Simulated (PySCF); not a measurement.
An unknown is described by computed data only.

Elements present: B, Cl, H, O and Si. Monoisotopic mass: 109.9762 u.

| Property | Result |
| --- | --- |
| UV, first state | lowest singlet excitation: 6.02 eV (206 nm, f = 0.017) [TDDFT PBE0/def2-SVPD] |
| 1H NMR | chemical shifts (computed TMS as zero) by class: 4.54 (2 H), 3.39 (2 H) ppm [GIAO HF/pcSseg-2] |
| XPS | Si2p3/2 107.3, B1s 197.6, Cl2p3/2 205.6, O1s 539.7 (×2), Si1s 1847.1, Cl1s 2828.1 eV [ΔSCF SCAN, pcX-2 on the ionised atom, pcseg-1 elsewhere, spin-free X2C, 2p3/2 from a spin–orbit splitting computed afterwards within the 2p shell] |
| Dipole | 4.23 D [PBE0/def2-SVPD] |
| UV, strongest line | among the 10 lowest singlet transitions: S3 at 6.73 eV (184 nm, f = 0.101) [TDDFT PBE0/def2-SVPD] |
| Valence photoelectron | vertical ionisation energy: 10.26 eV [ΔSCF PBE0/def2-SVPD] |
| Rotational structure | rotational constants A, B, C: 5.395, 1.589, 1.408 GHz [PBE0-D3(BJ)/def2-SVP] |
| Polarisability | 64.7 au [PBE0/def2-SVPD] |

Electronic properties: PySCF, gas phase, density fitting. Levels stand in brackets. The structure is a single PBE0-D3(BJ)/def2-SVP conformer in the gas phase; no vibrational or solvent corrections. Each NMR value is the plain mean over a class of atoms that symmetry, rotation or inversion makes alike.

Q: Which formula fits the mass and the elements?

A: BClH4O2Si (calculated 109.9762). No other formula that holds each of these elements comes within 0.0003 u with a fitting electron parity and a possible valence count.

Q: Propose a structure and show how it fits.

A: Numbering: `[OH:1][B:2]([OH:3])[SiH2:4][Cl:5]`. Hydrogen classes from least to most shielded: 2 H on a chlorine-bound silicon, Si4 (4.54 ppm), 2 H on 2 boron-bound oxygens, O1/O3 (3.39 ppm). The core levels belong to: Si2p3/2 107.3 eV, chlorine-bound silicon [Si4]; B1s 197.6 eV, three-coordinate boron [B2]; Cl2p3/2 205.6 eV, silicon-bound chlorine [Cl5]; O1s 539.7 eV, boron-bound oxygen [O1/O3]; Si1s 1847.1 eV, chlorine-bound silicon [Si4]; Cl1s 2828.1 eV, silicon-bound chlorine [Cl5]. One atom of each topological class was ionised and stands for its class. S1 is mainly HOMO→LUMO (weight 0.97); the largest Löwdin shares of the orbital it empties are 0.41 on the silicon-bound chlorine, 0.22 on the chlorine-bound silicon, 0.17 on the three-coordinate boron and 0.05 on an Si–H hydrogen, of the orbital it fills 0.27 on the three-coordinate boron, 0.27 on the chlorine-bound silicon, 0.14 on the silicon-bound chlorine and 0.12 on a boron-bound oxygen. The optimised geometry has point group C1 and is an asymmetric top. Structure: `OB(O)[SiH2]Cl`. The assignments are read from this structure; whether some other isomer fits the data as well wasn't checked.

Shape of the structure used: `[OH:1][B:2]([OH:3])[SiH2:4][Cl:5]`: O1–B2–Si4–Cl5 59°, H–O1–B2–O3 2°, H–O3–B2–O1 -1°.
